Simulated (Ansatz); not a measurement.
`OC1([SiH3])[SiH2]S1` + H₂Te → `[SiH3][TeH]` + `OC1[SiH2]S1`  (ligand exchange at the Si–C bond)

Gas-phase electronic energies from Ansatz, PBE0-D4/def2-TZVP geometries. CCSD(T)/CBS adds triple-zeta CCSD(T) − MP2 to the extrapolated MP2 energy (def2 sets, frozen cores). DFT in def2-TZVPP. B3LYP here is the variant with VWN-RPA as its local correlation; programs differ in this. Elements past krypton have def2 core potentials. For Te outer-core shells are correlated without core-valence functions, which leaves a few kJ/mol of doubt a bond. One conformer a species, not always the lowest.

`OC1([SiH3])[SiH2]S1`:

Cartesian coordinates in Å:
```
O -1.366 0.773 0.931
C -0.232 0.247 0.330
Si -0.073 0.794 -1.460
Si 0.584 -1.327 0.897
S 1.416 0.556 1.246
H -1.434 0.460 1.839
H -1.318 0.456 -2.200
H 1.071 0.054 -2.047
H 0.169 2.257 -1.536
H -0.062 -2.010 2.042
H 1.244 -2.261 -0.043
```

H₂Te:

Cartesian coordinates in Å:
```
Te -0.337 -0.479 0.512
H -0.396 -0.302 -1.133
H 0.732 0.781 0.621
```

`[SiH3][TeH]`:

Z-matrix (Å, degrees):
```
Si
Te 1 2.494
H 1 1.484 2 111.4
H 1 1.484 2 111.4 3 122.4
H 1 1.484 2 104.9 3 -118.8
H 2 1.658 1 91.7 3 -60.9
```

`OC1[SiH2]S1`:

```xyz
8

O    -0.936   -1.300   -0.469
C    -0.015   -0.279   -0.586
Si    0.541    0.589    0.948
S    -0.674    1.492   -0.490
H    -1.457   -1.349   -1.276
H     0.657   -0.366   -1.439
H    -0.060    0.172    2.232
H     1.945    1.042    1.079
```

| level | ΔE (kJ/mol) | difference from CCSD(T)/CBS |
| --- | --- | --- |
| PBE-D4 | -58.3 | 1.1 |
| r2SCAN-D4 | -59.2 | 0.2 |
| PBE0-D4 | -62.7 | -3.3 |
| B3LYP-D4 | -56.5 | 2.9 |
| ωB97X-V | -59.5 | -0.1 |
| ωB97M-V | -57.0 | 2.4 |
| B2PLYP | -61.1 | -1.7 |
| PBE | -63.4 | -4.0 |
| r2SCAN | -60.7 | -1.3 |
| PBE0 | -67.3 | -7.9 |
| B3LYP | -64.6 | -5.2 |
| HF/def2-TZVPP | -73.0 | -13.6 |
| MP2/def2-TZVPP | -58.1 | 1.3 |
| SCS-MP2/def2-TZVPP | -57.9 | 1.5 |
| CCSD/def2-TZVPP | -58.2 | 1.2 |
| CCSD(T)/def2-TZVPP | -54.9 | 4.5 |
| HF/def2-QZVPP | -73.0 | -13.6 |
| MP2/def2-QZVPP | -60.7 | -1.3 |
| SCS-MP2/def2-QZVPP | -60.4 | -1.0 |
| HF/CBS(def2) | -73.0 | -13.6 |
| MP2/CBS(def2) | -62.6 | -3.2 |
| CCSD/CBS(def2) | -62.7 | -3.3 |
| CCSD(T)/CBS | -59.4 | 0 |

Largest T1 diagnostic among the species: 0.014.

The D4 term adds +8.2 kJ/mol with B3LYP and +4.6 kJ/mol with PBE0; it sums over pairs of atoms, weighted by their polarisabilities, and B3LYP, whose exchange is more repulsive, gets the larger term. From PBE to PBE0 (25 % exact exchange), in def2-TZVPP and without D4, ΔE moves by −3.8 kJ/mol.
